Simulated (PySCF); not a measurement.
In(Me)2(OH) (C2H7InO), SMILES [CH3][In]([CH3])[OH].

The structure is a stationary point at PBE0-D3(BJ)/def2-SVP. The structure was generated by enumeration; whether it is a known compound was not checked. The def2 effective core potentials stand for the cores of In; spin–orbit coupling is left out. One conformer was computed; it need not be the lowest.

Two levels are set side by side: TDDFT-PBE/def2-SVPD (PySCF) and TDDFT-PBE0/def2-SVPD (PySCF). Vertical, same geometry. The lowest singlet is HOMO→LUMO 99 % with PBE and HOMO→LUMO 100 % with the other functional; states are paired by order. Differences are taken from unrounded values.

```csv
quantity,TDDFT-PBE
lowest singlet excitation (eV),4.90
lowest triplet excitation (TDA) (eV),4.60
first bright state (f over 0.05) (eV),5.50
its oscillator strength,0.15
```

**Question.** These are the TDDFT-PBE values. What does TDDFT-PBE0 give? (Estimate from the structure and the level; the computed values follow.)

**Answer.** 
| quantity | TDDFT-PBE0 | TDDFT-PBE minus TDDFT-PBE0 |
|---|---|---|
| lowest singlet excitation (eV) | 5.36 | -0.46 |
| lowest triplet excitation (TDA) (eV) | 5.11 | -0.52 |
| first bright state (f over 0.05) (eV) | 5.93 | -0.43 |
| its oscillator strength | 0.06 | 0.08 |

Functionals without exact exchange tend to place singlet excitations lower, as here. Differences between two approximate levels are no errors against the true value.

Rough cost on one machine, each run with all the roots and properties that it gave: TDDFT-PBE0 against TDDFT-PBE about 3 times.
